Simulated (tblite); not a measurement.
C5H3F3NP.
InChI=1S/C5H3F3NP/c6-5(7,8)4-1-2-10-3-9-4/h1-3H

Method: GFN2-xTB as coded in tblite; computed harmonic values from a numerical Hessian at the method's own geometry, unscaled. The method is semi-empirical: single wavenumbers can be off by several per cent or more.

Problem. How many normal modes are there?

Solution. 13 atoms, non-linear: 3N − 6 = 33.

Problem. What is the point group of the computed structure, and how do the modes divide by symmetry?

Solution. Cs. The vibrations span 22 a′ + 11 a″.

Problem. How many distinct wavenumbers does the calculation give?

Solution. 33: Cs has no degenerate species.

Problem. How many fundamentals are allowed in the infrared by symmetry?

Solution. 33 of 33: in Cs every mode is allowed. All fundamentals are allowed in the Raman spectrum.

Problem. Zero-point energy?

Solution. ½Σν̃ = 16013 cm⁻¹ = 45.8 kcal/mol (33 modes), 13.1 kcal/mol of it from above 1550 cm⁻¹.

Run on an Arm Neoverse V1 with one thread, shared host. The figure is for the frequency step alone.

Conformer computed: `[F:1][C:2]([F:3])([F:4])[c:5]1[cH:6][cH:7][p:8][cH:9][n:10]1`: F1–C2–C5–C6 59°.
